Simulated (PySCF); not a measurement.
Delta-SCF ions had no search for a lower state. Excitations are Tamm–Dancoff values on a coarser integration grid. The basis has no diffuse functions, so Rydberg states are missing or too high.

**H$_{4}$GaN, SMILES `[NH2][GaH2]` (H–N–Ga–H torsion 180°) (charge 0, multiplicity 1)**

Computed with CAM-B3LYP-D3(BJ)/def2-TZVP (PySCF).

HOMO: -8.84 eV
dipole moment: 0.96 D
LUMO: 0.16 eV
HOMO–LUMO gap: 9.00 eV
S1 excitation (TDA): 6.28 eV
S1 oscillator strength: 0.000
brightest of the four lowest singlets (TDA): 6.31 eV
T1 excitation (TDA): 4.83 eV
S1–T1 gap (TDA): 1.45 eV
vertical ionisation energy (Delta-SCF): 9.85 eV
adiabatic ionisation energy (no zero-point term): 9.26 eV
hole reorganisation energy (four-point): 1.728 eV
total energy: -1982.1358 Ha
cost: roughly 90 core-seconds

```xyz
6

N     -0.9471    -0.0957     0.0179
Ga     0.8547     0.0864    -0.0161
H     -1.5916     0.6739    -0.0400
H     -1.4220    -0.9786     0.0967
H      1.6941    -1.2184     0.0849
H      1.4118     1.5323    -0.1434
```
Charge 0, spin multiplicity 1.
